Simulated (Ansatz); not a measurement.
BeF2. The state is a singlet with charge 0. Geometry PBE-D4/def2-TZVPD, that of the charge -1 doublet.

```xyz
3

Be    0.1753   -0.2645    0.2653
F     0.8515   -0.1305   -1.0149
F    -1.0268    0.3949    0.7496
```

The structure comes from a short search, and lower isomers may exist.

Q: Estimate the orbital energies around the gap (eV) in Ansatz with PBE-D4/def2-TZVPD, r2SCAN-D4/def2-TZVPD, PBE0-D4/def2-TZVPD.

A: 
```
orbital  PBE-D4/def2-TZVPD  r2SCAN-D4/def2-TZVPD  PBE0-D4/def2-TZVPD
 HOMO−5             -10.97                -11.38              -13.04
 HOMO−4             -10.79                -11.19              -12.80
 HOMO−3              -9.84                -10.23              -11.82
 HOMO−2              -9.80                -10.19              -11.77
 HOMO−1              -9.19                 -9.59              -11.16
   HOMO              -8.99                 -9.40              -10.98
   LUMO              -3.12                 -2.53               -2.33
 LUMO+1              -0.45                  0.14                0.21
 LUMO+2               0.52                  1.03                0.89
 LUMO+3               0.54                  1.10                1.00
 LUMO+4               1.01                  1.44                1.37
 LUMO+5               1.56                  1.98                2.04
```
